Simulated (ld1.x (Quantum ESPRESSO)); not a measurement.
# u(r) = r·R(r): atom against pseudo-atom (phosphorus (P))

Columns: radius, all-electron u(r) and pseudo u(r) of the 3s shell (level -13.84 eV) of phosphorus in the configuration [Ne] 3s2 3p3; PBEsol, non-relativistic, TM scheme, ld1.x (Quantum ESPRESSO) 7.5.

| r (bohr) | all-electron | pseudo |
| --- | --- | --- |
| 0.103 | 0.1120 | 0.0982 |
| 0.205 | -0.1959 | 0.1771 |
| 0.308 | -0.3609 | 0.2254 |
| 0.410 | -0.3538 | 0.2427 |
| 0.513 | -0.2382 | 0.2437 |
| 0.615 | -0.0738 | 0.2481 |
| 0.718 | 0.1043 | 0.2736 |
| 0.820 | 0.2705 | 0.3323 |
| 0.923 | 0.4169 | 0.4274 |
| 1.025 | 0.5364 | 0.5367 |
| 1.128 | 0.6313 | 0.6313 |
| 1.230 | 0.7011 | 0.7011 |
| 1.332 | 0.7488 | 0.7488 |
| 1.435 | 0.7776 | 0.7776 |
| 1.538 | 0.7899 | 0.7899 |
| 1.640 | 0.7887 | 0.7887 |
| 1.743 | 0.7769 | 0.7769 |
| 1.845 | 0.7568 | 0.7568 |
| 1.948 | 0.7304 | 0.7304 |
| 2.050 | 0.6998 | 0.6998 |
| 2.153 | 0.6658 | 0.6658 |
| 2.255 | 0.6302 | 0.6302 |
| 2.358 | 0.5935 | 0.5935 |
| 2.460 | 0.5569 | 0.5569 |
| 2.562 | 0.5207 | 0.5207 |
| 2.665 | 0.4850 | 0.4850 |

Task: How many radial nodes do the two functions have?

Result: The all-electron 3s function has n − l − 1 = 2; the pseudo-wave has 0, since the states of the same l below it are removed with the core.

Task: At about which radius was the pseudo-wave matched?

Result: 1.10 bohr, where the columns begin to agree (steps of 0.10 bohr).

Task: Where does each function peak?

Result: Outermost all-electron maximum near 1.54 bohr, pseudo maximum near 1.54 bohr (to the table’s step).

Task: Is the pseudo-wave norm-conserving?

Result: Yes: the TM scheme keeps the norm inside the radius equal to the all-electron one, which fixes the energy derivative of the logarithmic derivative at the level.
